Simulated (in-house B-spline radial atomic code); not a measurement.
## Ionising Au⁸⁺ with different functionals

Computed with a radial B-spline atomic code at the basis-set limit: four-component Dirac-Coulomb Hamiltonian, Fermi nucleus of rms radius 5.4371 fm, spin-restricted, spherical fractional occupations for the functionals, and exact exchange of hybrids averaged over the configuration. The ionisation energy is the difference of two self-consistent energies, [Xe] 4f14 5d3 → [Xe] 4f14 5d2, without Breit or QED terms; ε is the level of the shell that loses the electron (mean over j). The electron is taken from both j subshells in proportion to 2j + 1, so the result is a j average, not the step between ground levels.

| method | rung | ΔSCF (eV) | -ε(5d) (eV) |
| --- | --- | --- | --- |
| B3LYP | global hybrid | 129.53 | 122.46 |
| PBE0 | global hybrid | 129.47 | 122.90 |
| BHandHLYP | global hybrid | 129.40 | 125.20 |
| CAM-B3LYP | range-separated hybrid | 129.50 | 124.41 |

Problem. Among the functionals, which spreads more, the ΔSCF values or the orbital energies?

Solution. The orbital energies: ΔSCF values span about 0.13 eV and the orbital energies 2.74 eV; here energy differences depend much less on the functional than eigenvalues do.

Problem. How do they compare with the NIST value?

Solution. NIST lists 130 eV ± 2.2 (tabulated theory, ground level to ground level). Errors run from -0.70 to -0.57 eV; all lie within about twice that uncertainty, so the table can't rank the methods.
